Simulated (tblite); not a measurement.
C2H5OSi (doublet state).
Geometry (GFN2-xTB, Å), atoms numbered from 1 in this order:
```
atom  x, y, z in Å
C1    -1.2631    0.1702    0.7241
Si2    0.1094    0.4587   -0.5369
C3     1.6269   -0.5897   -0.5638
O4     1.8215   -1.5157    0.2273
H5    -2.2084   -0.0725    0.2426
H6    -0.9932   -0.6613    1.3716
H7    -1.4267    1.0451    1.3504
H8    -0.0412    1.5331   -1.5065
H9     2.3883   -0.3619   -1.3339
```

Level: GFN2-xTB in tblite, geometry and Hessian alike; calculated harmonic values, unscaled, isolated species. Errors from tens to a few hundred cm⁻¹ against measured bands are possible. Modes of hydrogen on silicon can be 10 to 20 % off. One conformer, not necessarily the lowest. Open shells enter through the occupations alone, without spin polarisation, and single modes of such species can be off by tens of per cent.

Harmonic wavenumbers (cm⁻¹): 83.2, 100.3, 168.2, 256.0, 390.7, 582.2, 713.0, 716.1, 814.1, 822.8, 884.4, 1330.5, 1356.5, 1455.0, 1461.9, 1553.2, 2335.4, 2717.0, 3012.0, 3015.9, 3029.2.

A = 12205, B = 3719, C = 2901 MHz; mass 73.011 u (most abundant isotopes); point group Cs, symmetry number 1; spin multiplicity 2.

Task: What is the zero-point energy?

Result: ½Σν̃ = 13399 cm⁻¹ = 38.31 kcal/mol.

Task: Give the ideal-gas entropy at 350 K and 1 bar in the rigid-rotor, harmonic-oscillator model (classical rotation).

Result: Translation 39.60, rotation 25.78, vibration 16.48, spin (R ln 2) 1.38: S = 83.2 cal/(mol K).

Task: And Cp and H(350 K) − H(0)?

Result: Cp = 23.90 cal/(mol K), of which vibrations give 15.95 (their classical limit is 21 R = 41.7); H(350 K) − H(0) = 5.77 kcal/mol without the zero-point energy, 2.99 from vibrations.

Task: Blend soft modes into free rotors: weight 1/[1 + (100 cm⁻¹/ν̃)⁴] for the oscillator and the rest for a rotor with moment μB/(μ + B), μ = h/(8π²ν), B = 10⁻⁴⁴ kg m². What vibrational entropy results?

Result: 15.45 cal/(mol K) in place of 16.48, which changes −T·S at 350 K by +0.36 kcal/mol.

Task: Which modes carry the vibrational entropy at 350 K?

Result: 83.2 cm⁻¹: 4.13; 100.3 cm⁻¹: 3.76; 168.2 cm⁻¹: 2.76; 256.0 cm⁻¹: 1.98; 390.7 cm⁻¹: 1.25; 582.2 cm⁻¹: 0.67 cal/(mol K); the other 15 give 1.94 together.

Hindered rotation and anharmonicity are outside this model. Other conformers, if any are populated, would add a mixing term that is left out.
